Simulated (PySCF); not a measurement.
# Mo³⁷⁺: ionisation energy

Mo³⁷⁺ [He] 2s2 2p1 (2P) → Mo³⁸⁺ [He] 2s2 (1S), as a difference of total energies. Calculation: PySCF 2.14, in an even-tempered Gaussian basis (19 s from 13 bohr⁻², ratio 2.2; 12 p from 17 bohr⁻², ratio 2.2; 6 d from 68 bohr⁻², ratio 2.4; 5 f from 100 bohr⁻², ratio 2.4; 4 g from 150 bohr⁻², ratio 2.4); scalar relativity by spin-free X2C-1e. Correlated levels: nothing frozen; virtual orbitals above 40 to 60 times the deepest correlated orbital energy dropped. The calculations carry no spin-orbit coupling.

```json
{"method": "UHF", "ionisation energy (eV)": "5213.1"}
{"method": "LDA", "ionisation energy (eV)": "5208.4"}
{"method": "PBE", "ionisation energy (eV)": "5214.2"}
{"method": "PBE0", "ionisation energy (eV)": "5214.1"}
{"method": "r2SCAN", "ionisation energy (eV)": "5216.0"}
{"method": "BLYP", "ionisation energy (eV)": "5215.7"}
{"method": "PW91", "ionisation energy (eV)": "5215.4"}
{"method": "MP2 (all electrons)", "ionisation energy (eV)": "5212.3"}
{"method": "SCS-MP2 (all electrons)", "ionisation energy (eV)": "5211.9"}
```

A first-order spin-orbit estimate (lowest level to lowest level, LS coupling) adds 78.705 eV.

For this ion Breit and QED terms and the two-electron picture change, all absent here, outweigh the differences among the correlated methods.

For comparison: 5287 ± 4 eV (semi-empirical (NIST evaluation); NIST Atomic Spectra Database, ionization energies).
